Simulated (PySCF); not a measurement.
**Electronic absorption of C4H13NOSi**

Compound: C₄H₁₃NOSi.
Atom-mapped SMILES: `[CH3:1][CH2:2][O:3][SiH2:4][N:5]([CH3:6])[CH3:7]` (hydrogens: H8, H9, H10 on C1; H11, H12 on C2; H13, H14 on Si4; H15, H16, H17 on C6; H18, H19, H20 on C7)

Theory: TDDFT CAM-B3LYP/def2-SVPD, vertical, gas phase, core orbitals frozen in the response (PySCF). One conformer (not necessarily the lowest) at the PBE0-D3(BJ)/def2-SVP geometry, without solvent, vibrations or thermal averaging. Torsions of this conformer, `[CH3:1][CH2:2][O:3][SiH2:4][N:5]([CH3:6])[CH3:7]`: C1–C2–O3–Si4 139°, C2–O3–Si4–N5 -144°, O3–Si4–N5–C6 69°.

```
state  E (eV)  λ (nm)  ν̃ (cm⁻¹)       f    main configurations (H = HOMO, L = LUMO)
   S1    6.13   202.2      49460  0.0082                      H→L (75%), H→L+1 (19%)
   S2    6.77   183.1      54620   0.056       H→L+1 (36%), H→L+2 (26%), H→L+3 (14%)
   S3    7.01   176.9      56530   0.026       H→L+2 (32%), H→L+5 (23%), H→L+4 (14%)
   S4    7.18   172.7      57920   0.015                    H→L+3 (64%), H→L+4 (21%)
   S5    7.38   168.1      59500   0.011       H→L+5 (41%), H→L+2 (25%), H→L+4 (13%)
   S6    7.62   162.7      61470   0.016    H-1→L (52%), H-1→L+1 (18%), H-1→L+3 (9%)
   S7    7.78   159.4      62740   0.016                    H→L+8 (54%), H→L+6 (28%)
   S8    7.90   157.0      63690   0.031  H-1→L+1 (33%), H-1→L+2 (33%), H-1→L+5 (8%)
   S9    7.98   155.3      64390  0.0060      H→L+6 (23%), H→L+11 (16%), H→L+8 (11%)
  S10    8.03   154.4      64750   0.011       H→L+4 (30%), H→L+9 (20%), H→L+8 (12%)
```

Triplets, Tamm–Dancoff:

```csv
state,E (eV),λ (nm),"main configurations (H = HOMO, L = LUMO)"
T1,6.00,206.5,"H→L (72%), H→L+1 (15%)"
T2,6.34,195.5,"H→L+1 (37%), H→L+3 (28%), H→L+2 (12%)"
T3,6.71,184.8,"H→L+2 (39%), H→L+5 (19%), H→L+4 (11%)"
T4,7.03,176.4,"H→L+3 (45%), H→L+4 (25%)"
```

The lowest singlet comes at 202 nm (592 kJ/mol) in the ultraviolet; it is weak; its leading configuration is HOMO→LUMO (75%). The most intense listed level is S2 at 6.77 eV (183 nm, f = 0.056), 0.64 eV above S1. Löwdin shares by element: HOMO nitrogen 55%, carbon 19% or more, silicon 6% (atoms not listed hold the other 21%); LUMO carbon 31% or more, silicon 15% (atoms not listed hold the other 54%). Weighted by f, the mean energy of these states is 7.28 eV. Orbital energies (eV): HOMO-3 -10.79, HOMO-2 -10.02, HOMO-1 -9.33, HOMO -7.85, LUMO 1.26, LUMO+1 1.61, LUMO+2 1.84. Of the 10 states listed, 8 reach f = 0.01 and none stays under 0.0005. All these states lie below the vertical ionisation energy of 8.49 eV (ΔSCF). Singlets were solved by full linear response, triplets in the Tamm–Dancoff approximation.

Without π bonds the low states are Rydberg-like; a valence basis with one diffuse set may place them up to an eV too high.
